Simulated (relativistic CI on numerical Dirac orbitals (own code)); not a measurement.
# Transition arrays of Er²⁹⁺

Method of calculation: Dirac-Coulomb-Breit CI, separate exchange-only KLI orbitals for each configuration, a model potential for QED, valence Slater integrals scaled by 0.9, whole transition arrays (own radial code, finite nucleus).

Configuration list (outside the closed core [Ar] 3d10 4s2): 4p⁶4d³, 4p⁶4d²4f, 4p⁵4d⁴, 4p⁶4d²5p, 4p⁶4d²5f. Levels of other configurations are missing.

All E1 lines from the levels of 4p⁶4d³; mean and standard deviation are weighted by gf, and upper levels are sorted by their leading configuration.

| Upper configuration | Lines | Σgf | Mean (eV) | Mean (nm) | σ (eV) | Strongest line (nm) |
| --- | --- | --- | --- | --- | --- | --- |
| 4p⁶4d²4f | 663 | 147.0 | 186.89 | 6.634 | 12.42 | 6.268 |
| 4p⁵4d⁴ | 1776 | 437.6 | 204.93 | 6.050 | 16.01 | 5.834 |
| 4p⁶4d²5p | 466 | 35.4 | 388.50 | 3.191 | 6.80 | 3.161 |
| 4p⁶4d²5f | 721 | 106.7 | 533.19 | 2.325 | 5.76 | 2.337 |

Σgf per state of the lower configuration in bins of 0.2 nm over the central range (centre: value): 2.3: 0.89, 3.1: 0.17, 3.3: 0.12, 5.5: 0.07, 5.7: 0.98, 5.9: 1.18, 6.1: 0.71, 6.3: 0.84, 6.5: 0.18, 6.7: 0.12, 6.9: 0.14, 7.1: 0.20, 7.3: 0.13, 7.5: 0.07, 7.7: 0.06, 7.9: 0.07.

Task: How do configuration mixing and the scaling of the Slater integrals move the arrays?

Result: Slater scale 0.9, no configuration mixing: 4p⁶4d²4f 182.5 ± 7.6 eV (Σgf 190.2), 4p⁵4d⁴ 190.4 ± 23.3 eV (Σgf 354.2), 4p⁶4d²5p 388.7 ± 6.8 eV (Σgf 38.9), 4p⁶4d²5f 533.2 ± 5.8 eV (Σgf 105.5); Slater scale 1: 4p⁶4d²4f 191.9 ± 13.5 eV (Σgf 144.2), 4p⁵4d⁴ 207.5 ± 16.4 eV (Σgf 450.3), 4p⁶4d²5p 388.5 ± 7.0 eV (Σgf 34.9), 4p⁶4d²5f 533.2 ± 5.9 eV (Σgf 106.9); Slater scale 0.8: 4p⁶4d²4f 184.4 ± 10.7 eV (Σgf 174.9), 4p⁵4d⁴ 202.6 ± 16.4 eV (Σgf 399.7), 4p⁶4d²5p 388.5 ± 6.7 eV (Σgf 35.8), 4p⁶4d²5f 533.2 ± 5.6 eV (Σgf 106.6). With mixing, levels are counted to their leading configuration, so an array can shrink or vanish into another, and the sums then hold other lines.
